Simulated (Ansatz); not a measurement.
HSn (SMILES [SnH]), doublet, at a GFN2-xTB geometry (such geometries of metal compounds can be far from the true shape) (all electrons, no relativity). Base run: B3LYP/3-21G run with Ansatz (a program for electronic structure).

Geometry (Å):
```xyz
2

Sn     0.0000     0.0000    -0.0354
H      0.0000     0.0000     1.7721
```
Charge 0, spin multiplicity 2.
Orbitals are unrestricted.
All else is at Ansatz's defaults.
Base energy -5999.80571 Eh.

Each row names what was changed in the base input (with any setting that the change needs).

```csv
change,ΔE vs base (kcal/mol)
base,0.000
lower_state_search = light,0.000
forces = on,0.000
lower_state_search = off,0.000
nuclear_model = gaussian,33.86
"final_grid = 6, 12, 29",0.001
"point_charge = charge:-1.0 position_ang:-1.3419, -3.4993, -0.2242",-12.34
accuracy = high,0.000
"final_grid = 14, 28, 59",0.000
"point_charge = charge:1.0 position_ang:3.823, 0.6959, 1.2417",-5.01
"final_grid = 10, 20, 41",0.000
```
